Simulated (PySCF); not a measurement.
C4H7AlO, singlet, geometry from GFN2-xTB (such geometries of metal compounds can be far from the true shape); CASSCF(4,3)/STO-3G (PySCF).

The PySCF input:
```python
from pyscf import gto, scf, mcscf
import numpy

mol = gto.Mole()
mol.atom = '''
    Al    0.04788534    0.25631704    0.58574341
    C     0.18848900    1.49162924   -0.96577103
    C    -0.12682521    1.19661842   -2.22399597
    H     0.52651536    2.51372407   -0.77187731
    H    -0.05421067    1.91147081   -3.03542566
    H    -0.47793836    0.21577804   -2.50698752
    C    -0.22910448   -1.70903270    0.46895412
    C    -0.10662196   -2.44619685   -0.63157824
    H    -0.47586764   -2.24262078    1.39141069
    H    -0.24646767   -3.52091919   -0.64253418
    H     0.14338716   -2.00653854   -1.58531224
    O     0.17064081    0.91339327    2.08731377
    H     0.24132181    1.29172921    2.95189844
'''
mol.basis = 'sto-3g'
mol.verbose = 4
mol.build()

mf = scf.RHF(mol)
mf.kernel()
mc = mcscf.CASSCF(mf, 3, 4)
mc.fix_spin_(ss=0.0)
mc = mc.newton()
mc.kernel()
occ = numpy.linalg.eigvalsh(mc.fcisolver.make_rdm1(mc.ci, mc.ncas, mc.nelecas))[::-1]
ss = mc.fcisolver.spin_square(mc.ci, mc.ncas, mc.nelecas)[0]
print('natural occupations', occ.round(4), ' <S^2>', round(ss, 4))
```

It wrote (shortened):

```
PySCF version 2.14.0

[INPUT] verbose = 4
[INPUT] num. atoms = 13
[INPUT] num. electrons = 52
[INPUT] charge = 0
[INPUT] spin (= nelec alpha-beta = 2S) = 0
[INPUT] symmetry False subgroup None
[INPUT] Mole.unit = angstrom
[INPUT] Symbol           X                Y                Z      unit          X                Y                Z       unit  Magmom
[...]
nuclear repulsion = 246.907730897702
number of shells = 27
number of NR pGTOs = 123
number of NR cGTOs = 41
basis = sto-3g
ecp = {}

******** <class 'pyscf.scf.hf.RHF'> ********
method = RHF
initial guess = minao
damping factor = 0
level_shift factor = 0
DIIS = <class 'pyscf.scf.diis.CDIIS'>
diis_start_cycle = 1
diis_space = 8
diis_damp = 0
SCF conv_tol = 1e-09
SCF conv_tol_grad = None
SCF max_cycles = 50
direct_scf = True
direct_scf_tol = 1e-13
Set gradient conv threshold to 3.16228e-05
Initial guess from minao.
init E= -467.068434034753
[...]
cycle= 1 E= -466.378091086464  delta_E= 0.69  |g|= 0.528  |ddm|= 4.44
[...]
cycle= 2 E= -466.482201279569  delta_E= -0.104  |g|= 0.145  |ddm|= 0.955
[...]
cycle= 3 E= -466.489341811464  delta_E= -0.00714  |g|= 0.0358  |ddm|= 0.235
[...]
cycle= 4 E= -466.489923104136  delta_E= -0.000581  |g|= 0.0135  |ddm|= 0.0738
[...]
cycle= 5 E= -466.489977370218  delta_E= -5.43e-05  |g|= 0.00224  |ddm|= 0.0186
[...]
cycle= 6 E= -466.489981071094  delta_E= -3.7e-06  |g|= 0.00104  |ddm|= 0.00531
[...]
cycle= 7 E= -466.489981690527  delta_E= -6.19e-07  |g|= 0.000114  |ddm|= 0.00276
[...]
cycle= 8 E= -466.489981698076  delta_E= -7.55e-09  |g|= 1.29e-05  |ddm|= 0.000303
[...]
cycle= 9 E= -466.489981698183  delta_E= -1.07e-10  |g|= 2.02e-06  |ddm|= 3.36e-05
[...]
Extra cycle  E= -466.489981698185  delta_E= -1.82e-12  |g|= 8.12e-07  |ddm|= 4.15e-06
converged SCF energy = -466.489981698185

******** <class 'pyscf.mcscf.newton_casscf.CASSCF'> ********
CAS (2e+2e, 3o), ncore = 24, nvir = 14
max_cycle_macro = 50
max_cycle_micro = 10
conv_tol = 1e-07
conv_tol_grad = None
orbital rotation max_stepsize = 0.03
augmented hessian ah_max_cycle = 30
augmented hessian ah_conv_tol = 1e-12
augmented hessian ah_linear dependence = 1e-14
augmented hessian ah_level shift = 1e-08
augmented hessian ah_start_tol = 500
augmented hessian ah_start_cycle = 3
augmented hessian ah_grad_trust_region = 3
kf_trust_region = 3
kf_interval = 5
natorb = False
canonicalization = True
internal_rotation = False
******** <class 'pyscf.fci.addons.SpinPenaltyFCISolver'> ********
max. cycles = 50
conv_tol = 1e-08
davidson only = True
linear dependence = 1e-12
level shift = 0.001
max iter space = 12
nroots = 1
pspace_size = 400
spin = None

WARN: SO-CASSCF (Second order CASSCF) is an experimental feature. Its performance is bad for large systems.

CASCI E = -466.492731824246  dE = -466.49273  S^2 = 0.0000000
Set conv_tol_grad to 0.000316228
macro 1 (11 JK  7 micro), CASSCF E = -466.49476490296  dE = -0.002033  |grad|=0.0156  S^2 = 0.0000000
macro 2 (11 JK  7 micro), CASSCF E = -466.497222494699  dE = -0.002458  |grad|=0.0148  S^2 = 0.0000000
macro 3 (11 JK  7 micro), CASSCF E = -466.498734128211  dE = -0.001512  |grad|=0.00641  S^2 = 0.0000000
macro 4 (11 JK  7 micro), CASSCF E = -466.498830916128  dE = -9.679e-05  |grad|=0.00462  S^2 = 0.0000000
macro 5 (11 JK  7 micro), CASSCF E = -466.498939129848  dE = -0.0001082  |grad|=0.00393  S^2 = 0.0000000
macro 6 (11 JK  7 micro), CASSCF E = -466.49903494835  dE = -9.582e-05  |grad|=0.0031  S^2 = 0.0000000
macro 7 (11 JK  7 micro), CASSCF E = -466.499110346258  dE = -7.54e-05  |grad|=0.00201  S^2 = 0.0000000
macro 8 (10 JK  6 micro), CASSCF E = -466.499148809473  dE = -3.846e-05  |grad|=0.000764  S^2 = 0.0000000
macro 9 (6 JK  2 micro), CASSCF E = -466.499152427989  dE = -3.619e-06  |grad|=0.000499  S^2 = 0.0000000
macro 10 (6 JK  3 micro), CASSCF E = -466.499154740454  dE = -2.312e-06  |grad|=0.000483  S^2 = 0.0000000
macro 11 (1 JK  0 micro), CASSCF E = -466.499154740495  dE = -4.11e-11  |grad|=2.26e-05  S^2 = 0.0000000
newton CASSCF converged in 11 macro (20 KF 80 Hx) steps
CASSCF canonicalization
Density matrix diagonal elements [1.97909777 1.99949616 0.02140607]
CASSCF energy = -466.499154740495
CASCI E = -466.499154740495  E(CI) = -3.51002196444597  S^2 = 0.0000000
natural occupations [1.9995 1.9791 0.0214]  <S^2> 0.0
```
